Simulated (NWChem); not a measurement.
System: hydrogen telluride (H2Te); SMILES [TeH2]

Excerpt of the output:

```
             Northwest Computational Chemistry Package (NWChem) 7.3.0
             --------------------------------------------------------

 C2V symmetry detected

                             Geometry "geometry" -> ""
                             -------------------------

 Output coordinates in angstroms (scale by  1.889725989 to convert to a.u.)

  No.       Tag          Charge          X              Y              Z
 ---- ---------------- ---------- -------------- -------------- --------------
    1 Te                  52.0000     0.00000000     0.00000000     0.04344970
    2 H                    1.0000     1.17849100     0.00000000    -1.12969230
    3 H                    1.0000    -1.17849100     0.00000000    -1.12969230

 Effective nuclear repulsion energy (a.u.)      33.3207680772

      Symmetry information
      --------------------

 Group name             C2v
 Group number             16
 Group order               4
 No. of unique centers     2

                                Z-matrix (autoz)
                                --------

 Units are Angstrom for bonds and degrees for angles

      Type          Name      I     J     K     L     M      Value
      ----------- --------  ----- ----- ----- ----- ----- ----------
    1 Stretch                  1     2                       1.66286
    2 Stretch                  1     3                       1.66286
    3 Bend                     2     1     3                90.26065

                           NWChem Geometry Optimization
                           ----------------------------

 maximum gradient threshold         (gmax) =   0.000450
 rms gradient threshold             (grms) =   0.000300
 maximum cartesian step threshold   (xmax) =   0.001800
 rms cartesian step threshold       (xrms) =   0.001200
 fixed trust radius                (trust) =   0.300000
 source of zmatrix                         =   autoz

          -------------------
          Energy Minimization
          -------------------

 Using diagonal initial Hessian
 Scaling for Hessian diagonals: bonds = 1.00  angles = 0.25  torsions = 0.10

          --------
          Step   0

                                 NWChem DFT Module
                                 -----------------

[...]

      ----------------------
      Optimization converged
      ----------------------

  Step       Energy      Delta E   Gmax     Grms     Xrms     Xmax
  ---- ---------------- -------- -------- -------- -------- --------
@    2    -269.19209601 -1.5D-07  0.00006  0.00005  0.00049  0.00101
                                     ok       ok       ok       ok

                                Z-matrix (autoz)
                                --------

 Units are Angstrom for bonds and degrees for angles

      Type          Name      I     J     K     L     M      Value     Gradient
      ----------- --------  ----- ----- ----- ----- ----- ---------- ----------
    1 Stretch                  1     2                       1.66015    0.00006
    2 Stretch                  1     3                       1.66015    0.00006
    3 Bend                     2     1     3                90.65824    0.00003

                         Geometry "geometry" -> "geometry"
                         ---------------------------------

 Output coordinates in angstroms (scale by  1.889725989 to convert to a.u.)

  No.       Tag          Charge          X              Y              Z
 ---- ---------------- ---------- -------------- -------------- --------------
    1 Te                  52.0000     0.00000000     0.00000000     0.03944768
    2 H                    1.0000     1.18062523     0.00000000    -1.12769129
    3 H                    1.0000    -1.18062523     0.00000000    -1.12769129

 Effective nuclear repulsion energy (a.u.)      33.3744392583

      Symmetry information
      --------------------

 Group name             C2v
 Group number             16
 Group order               4
 No. of unique centers     2

[...]

 Rotational Constants
 --------------------
 A=   6.234859 cm-1  (  8.970371 K)
 B=   6.000133 cm-1  (  8.632659 K)
 C=   3.057622 cm-1  (  4.399138 K)

 Temperature                      =   298.15K
 frequency scaling parameter      =   1.0000

 Zero-Point correction to Energy  =    7.530 kcal/mol  (  0.012000 au)
 Thermal correction to Energy     =    9.339 kcal/mol  (  0.014883 au)
 Thermal correction to Enthalpy   =    9.931 kcal/mol  (  0.015827 au)

 Total Entropy                    =   54.583 cal/mol-K
   - Translational                =   40.526 cal/mol-K (mol. weight = 131.9223)
   - Rotational                   =   13.924 cal/mol-K (symmetry #  =        2)
   - Vibrational                  =    0.133 cal/mol-K

 Cv (constant volume heat capacity) =    6.451 cal/mol-K
   - Translational                  =    2.979 cal/mol-K
   - Rotational                     =    2.979 cal/mol-K
   - Vibrational                    =    0.492 cal/mol-K

[normal modes left out]

 ----------------------------------------------------------------------------
 Normal Eigenvalue ||           Projected Infra Red Intensities
  Mode   [cm**-1]  || [atomic units] [(debye/angs)**2] [(KM/mol)] [arbitrary]
 ------ ---------- || -------------- ----------------- ---------- -----------
    1       -0.000 ||    0.000006           0.000         0.006       0.004
    2        0.000 ||    0.000024           0.001         0.023       0.018
    3        0.000 ||    0.000774           0.018         0.754       0.571
    4        0.000 ||    0.000774           0.018         0.754       0.571
    5        0.000 ||    0.000000           0.000         0.000       0.000
    6        0.000 ||    0.000766           0.018         0.746       0.565
    7      914.806 ||    0.014858           0.343        14.484      10.956
    8     2173.404 ||    0.049205           1.135        47.968      36.282
    9     2181.676 ||    0.055650           1.284        54.250      41.034
 ----------------------------------------------------------------------------
```

Level: CAM-B3LYP/def2-SVP with def2 effective core potentials on Te. def2 effective core potentials on Te; no spin-orbit coupling.

### Question
Write an input that gives this output.

### Answer
One answer among several that fit: the input that was run:
```
start job
memory heap 200 mb stack 900 mb global 1100 mb
geometry units angstroms
  Te     0.000000     0.000000     0.037872
  H      0.000000    -1.178491    -1.135270
  H      0.000000     1.178491    -1.135270
end
basis spherical
  Te library def2-svp
  H library def2-svp
end
ecp
  Te library def2-ecp
end
dft
  xc xcamb88 1.00 lyp 0.81 vwn_5 0.19 hfexch 1.00
  cam 0.33 cam_alpha 0.19 cam_beta 0.46
  iterations 150
end
driver
  maxiter 120
end
task dft optimize
dft
  grid fine
  convergence energy 1d-8 density 1d-7
end
task dft freq numerical
```
